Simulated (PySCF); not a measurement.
## [W(OH)(CH3)5] (charge 0, multiplicity 1)

These are PySCF with PBE-D3(BJ)/def2-TZVP // BP86-D3(BJ)/def2-SVP values and carry that method's errors.

| Item | Value |
|---|---|
| HOMO | -5.99 eV |
| dipole moment | 1.29 D |
| HOMO–LUMO gap | 3.14 eV |
| LUMO | -2.85 eV |
| charge on the central atom (Mulliken) | 0.99 e |
| total energy | -342.2626 Ha |
| cost | very roughly 6 core-minutes |

```xyz
23

W     -0.0804     0.0122     0.4913
O     -0.9273    -1.6489     0.1040
H     -1.7796    -1.8138    -0.3415
C      0.7337    -0.5744     2.3783
H      1.0795    -1.6153     2.1737
H      0.0646    -0.5868     3.2595
H      1.6216     0.0534     2.6092
C      1.7130    -0.4157    -0.6019
H      2.5647     0.2759    -0.4512
H      1.5177    -0.5121    -1.6905
H      1.9905    -1.4256    -0.2164
C     -2.0446     0.6746    -0.2603
H     -2.8409     0.1353     0.3007
H     -2.0609     0.3432    -1.3260
H     -2.2676     1.7555    -0.2322
C     -0.7159     1.5956     1.9013
H     -1.1855     2.4931     1.4568
H      0.1283     1.9230     2.5460
H     -1.4640     1.1037     2.5645
C      0.3750     1.8863    -0.5663
H      1.3125     2.2425    -0.0774
H     -0.3742     2.6963    -0.4951
H      0.6103     1.7071    -1.6372
```
Charge 0, spin multiplicity 1.
